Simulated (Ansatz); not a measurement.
H9N3Si3, charge -1, doublet, geometry from GFN2-xTB (a state made from the parent by changing its charge; the spin is typed, not shown lowest) (a gas-phase anion, which may not be bound at this level), with bond 11-3 at 1.25 times its length; B3LYP/STO-3G (Ansatz, a quantum-chemistry and plane-wave program).

The Ansatz input:
Ansatz 0.2 input:
```yaml
crystal:
  periodic: [false, false, false]
  atoms:
    - {symbol: Si, position_ang: [1.66547442, -0.48907564, -0.59819950]}
    - {symbol: N, position_ang: [0.59418415, -1.50472773, 0.32249669]}
    - {symbol: Si, position_ang: [-1.10568783, -1.24155363, 0.41227852]}
    - {symbol: N, position_ang: [-1.39538756, 0.41725957, 0.77463053]}
    - {symbol: Si, position_ang: [-0.62575011, 1.72431754, -0.07751450]}
    - {symbol: N, position_ang: [1.00420036, 1.12074811, -0.34532915]}
    - {symbol: H, position_ang: [1.74247123, -0.70119423, -2.07046356]}
    - {symbol: H, position_ang: [3.01349731, -0.73837966, -0.04327928]}
    - {symbol: H, position_ang: [0.87755749, -2.46913715, 0.37976229]}
    - {symbol: H, position_ang: [-1.69090226, -1.51990684, -0.97964277]}
    - {symbol: H, position_ang: [-2.01252235, -2.43609328, 1.49973908]}
    - {symbol: H, position_ang: [-2.32319235, 0.62288539, 1.10713860]}
    - {symbol: H, position_ang: [-0.75163728, 2.89885584, 0.81235450]}
    - {symbol: H, position_ang: [-1.16994070, 2.11228503, -1.40861257]}
    - {symbol: H, position_ang: [1.63581267, 1.84718153, -0.65399401]}
basis:
  gaussian:
    orbitals: STO-3G
hamiltonian:
  xc: b3lyp
total_charge: -1
magnetization: {spin_polarized: true, initial_magnetization: 1}
scf: {lower_state_search: off}
```

Write the output that Ansatz gives for this input, abridged.


```
Functional definition: B3LYP
these checks for a lower state are left out or cut short: stability, starts, cluster_reference, orbital_swaps, neighbouring_geometries, increment
626 factors; integrals over basis functions are off by at most 3.4e-5 eV
mean field evaluation 1: about -27905.0980 eV, gradient 2.6e1 eV
mean field evaluation 2: about -27901.9517 eV, gradient 2.8e1 eV
mean field evaluation 4: about -27910.6541 eV, gradient 2.0e0 eV
mean field evaluation 8: about -27910.6877 eV, gradient 2.2e-1 eV
mean field evaluation 16: about -27910.6883 eV, gradient 1.8e-5 eV
mean field -27910.68834203 eV, -1025.6988780255 hartree, gradient 4.0e-6 eV, S^2 0.756696; 0 other end points of the search recorded, 0 dependent functions left out
reference -27910.68856926 eV, -1025.6988863760 hartree; 37, 36 occupied and 14, 15 virtual orbitals, 626 factors
Total energy: -27910.68856926 eV, -1025.6988863760 hartree
Checks for a lower state left out: stability, starts, cluster_reference, orbital_swaps, neighbouring_geometries, increment
```
